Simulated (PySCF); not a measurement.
Zn(Br)(Me) (CH3BrZn), SMILES [CH3][Zn][Br].

Geometry optimised at B3LYP-D3(BJ)/def2-SVP. The structure was generated by enumeration; whether it is a known compound was not checked.

Two levels are set side by side: TDDFT-PBE/def2-SVPD (PySCF) and TDDFT-M06-2X/def2-SVPD (PySCF). Vertical, same geometry. The lowest singlet is HOMO−1→LUMO 100 % with PBE and HOMO→LUMO 92 % with the other functional; states are paired by order. Differences are taken from unrounded values.

```json
[
 {"quantity": "lowest singlet excitation (eV)", "TDDFT-M06-2X": "6.32", "TDDFT-PBE": "5.51", "TDDFT-PBE minus TDDFT-M06-2X": "-0.81"},
 {"quantity": "lowest triplet excitation (TDA) (eV)", "TDDFT-M06-2X": "5.68", "TDDFT-PBE": "5.24", "TDDFT-PBE minus TDDFT-M06-2X": "-0.43"},
 {"quantity": "first bright state (f over 0.05) (eV)", "TDDFT-M06-2X": "6.72", "TDDFT-PBE": "6.87", "TDDFT-PBE minus TDDFT-M06-2X": "0.15"},
 {"quantity": "its oscillator strength", "TDDFT-M06-2X": "0.23", "TDDFT-PBE": "0.60", "TDDFT-PBE minus TDDFT-M06-2X": "0.37"}
]
```

A lower first singlet is the usual sign of a functional without exact exchange. Differences between two approximate levels are no errors against the true value.

Rough cost on one machine, each run with all the roots and properties that it gave: TDDFT-M06-2X against TDDFT-PBE about 10 times.
